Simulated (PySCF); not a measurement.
A ladder of Hamiltonians for Zr²⁸⁺ (zirconium, charge +28)

Occupied: 1s1/2, 2s1/2, 2p1/2, 2p3/2, 3s1/2. Hartree-Fock calculated with PySCF 2.14 in an even-tempered Gaussian basis (17 s from 1.9 bohr⁻², ratio 2.7; 13 p from 2.2 bohr⁻², ratio 2.7), Gaussian nucleus throughout. NR is non-relativistic, sf-X2C the spin-free one-electron X2C Hamiltonian, X2C adds the bare one-electron spin-orbit term, X2C-SNSO screens it by Boettger's factors, DC is four-component Dirac-Coulomb, and the Gaunt and Breit terms are added at first order (total energies over the DC spinors, levels after relaxing the spinors in that mean field). QED terms are absent. Levels marked empty are virtual spinors of this ion; the basis has s and p functions only, so 3d, which can lie below the n = 4 levels, is absent.

| Hamiltonian | E (hartree) | E − E(DC) (hartree) | CPU seconds |
| --- | --- | --- | --- |
| NR | -2976.3642 | 56.2193 | 0.26 |
| sf-X2C | -3031.6125 | 0.9710 | 0.14 |
| X2C | -3031.9427 | 0.6409 | 0.17 |
| X2C-SNSO | -3031.9098 | 0.6737 | 0.18 |
| DC | -3032.5835 | 0.0000 | 8 |
| DC+Gaunt | -3030.5926 | 1.9910 | 14 |
| DC+Breit | -3030.7661 | 1.8174 | 46 |

Task: Give the 3p spin-orbit interval with each Hamiltonian that has one.

Result: X2C 21.88; X2C-SNSO 20.76; DC 20.67; DC+Gaunt 20.30; DC+Breit 20.30 (eV).

```tsv
level (eV)	NR	sf-X2C	X2C	X2C-SNSO	DC	DC+Gaunt	DC+Breit
1s1/2	-19131.7	-19532.8	-19532.1	-19532.2	-19544.7	-19512.3	-19514.3
2s1/2	-3831.0	-3934.5	-3934.3	-3934.3	-3935.7	-3932.7	-3932.9
2p1/2	-3628.5	-3659.0	-3723.6	-3720.2	-3720.7	-3715.4	-3716.0
2p3/2	-3628.5	-3659.0	-3628.8	-3630.2	-3631.2	-3627.5	-3628.0
3s1/2	-1489.2	-1518.7	-1518.7	-1518.7	-1519.0	-1518.3	-1518.4
3p1/2 (empty)	-1377.8	-1388.9	-1403.8	-1403.1	-1403.1	-1401.9	-1402.1
3p3/2 (empty)	-1377.8	-1388.9	-1382.0	-1382.3	-1382.5	-1381.6	-1381.8
4s1/2 (empty)	-761.27	-772.37	-772.37	-772.37	-772.47	-772.21	-772.24
```

Weight of the small component: 1s1/2 0.0212, 2s1/2 0.00450, 2p1/2 0.00443, 2p3/2 0.00431, 3s1/2 0.00159, 3p1/2 0.00154, 3p3/2 0.00151, 4s1/2 0.000732.

Koopmans' value for the highest occupied level at DC+Breit: 1518.4 eV, against an ionisation energy of 1525.1 ± 2.2 eV (semi-empirical (NIST evaluation); NIST Atomic Spectra Database, ionization energies); the former lacks relaxation, correlation, QED and recoil.

The whole ladder took 71 s of wall time on 1 thread of AMD EPYC 9R45 96-Core Processor (shared host), launched as `OMP_NUM_THREADS=1 python relrun2.py TASK.json OUT` (a driver that calls PySCF for each Hamiltonian).
